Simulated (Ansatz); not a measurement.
Relaxation of CH₉GeNSi (13 atoms, charge 0, multiplicity 1), to a largest force component of 0.02 eV/Å in at most 50 steps.

Computed with Ansatz, RKS BLYP-D4/def2-mTZVP.

```xyz
13
Properties=species:S:1:pos:R:3
C -0.394 1.718 -0.580
N -0.611 1.179 0.736
Ge 0.638 -0.162 0.966
Si 0.230 -1.983 -0.344
H -0.580 0.987 -1.400
H -1.201 2.576 -0.741
H 0.591 2.226 -0.684
H -1.507 0.738 0.764
H 0.677 -0.585 2.508
H 2.078 0.374 0.627
H 0.171 -1.597 -1.736
H -1.167 -2.475 0.025
H 1.095 -3.031 -0.126
```

**Question.** Where does it end, and by what steps?

**Answer.** It converged. The force dipped under the threshold on the way, but the program's further checks kept it going. After 11 steps the energy has fallen by 0.653 eV; H8 moved furthest, 0.44 Å.

```csv
step,energy less start (eV),largest force component (eV/Å),accepted
0,0.0000,2.543,yes
1,-0.5683,0.796,yes
2,-0.6358,0.427,yes
3,-0.6458,0.208,yes
4,-0.6484,0.054,yes
5,-0.6511,0.033,yes
6,-0.6519,0.073,yes
7,-0.6523,0.035,yes
8,-0.6527,0.011,yes
9,-0.6528,0.010,yes
10,-0.6527,0.020,no
11,-0.6528,0.005,yes
```

```xyz
13
Properties=species:S:1:pos:R:3
C -0.503 1.821 -0.648
N -0.485 1.260 0.717
Ge 0.661 -0.201 1.039
Si 0.249 -2.127 -0.376
H -0.908 1.150 -1.429
H -1.099 2.746 -0.659
H 0.520 2.093 -0.943
H -1.438 1.074 1.043
H 0.478 -0.562 2.539
H 2.098 0.342 0.798
H 0.313 -1.739 -1.817
H -1.115 -2.677 -0.108
H 1.249 -3.213 -0.141
```

Whether the end is a true minimum wasn't checked by a vibrational analysis.

Run time: 30 s on 2 threads of Arm Neoverse V2 (shared host), peak memory 0.17 GiB.
